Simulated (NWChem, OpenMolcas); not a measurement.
## Predicting a hybrid from its neighbours: GaH2ClO

The species is GaH2ClO (5 atoms), meant as a singlet with charge 0. As SMILES, `[OH][GaH][Cl]`. The coordinates come from a PBE0-D4/def2-TZVP relaxation. This is one conformer, not always the lowest.

The HOMO–LUMO gap y, in eV, basis def2-SVPD; a is the functional's share of exact exchange. Programs: NWChem 7.3.0, OpenMolcas 26.06.

| functional | program | a | y (eV) |
| --- | --- | --- | --- |
| PBE | OpenMolcas | 0 | 5.61 |
| BLYP | OpenMolcas | 0 | 5.50 |
| B3LYP | NWChem | 0.2 | ? |
| PBE0 | OpenMolcas | 0.25 | 7.83 |
| BHLYP | OpenMolcas | 0.5 | 9.85 |

Q: Fit y = c + s·a to the known rows and predict B3LYP.

A: 
1. Means of the 4 rows: a = 0.1875, y = 7.197.
2. Σ(Δa)² = 0.17188, Σ(Δa·Δy) = 1.4844, so the slope is 1.4844/0.17188 = 8.6363.
3. Intercept: 7.197 − (8.6363) × 0.1875 = 5.578. The largest residual of the fit is 0.093.
4. B3LYP: 5.578 + (8.6363) × 0.2 = 7.31 eV.

The run gave 7.27 eV, so the prediction is off by +0.04 eV, within the largest residual. Exact exchange lowers occupied levels and raises empty ones. The rows mix families of semi-local functionals, which the line can't see.
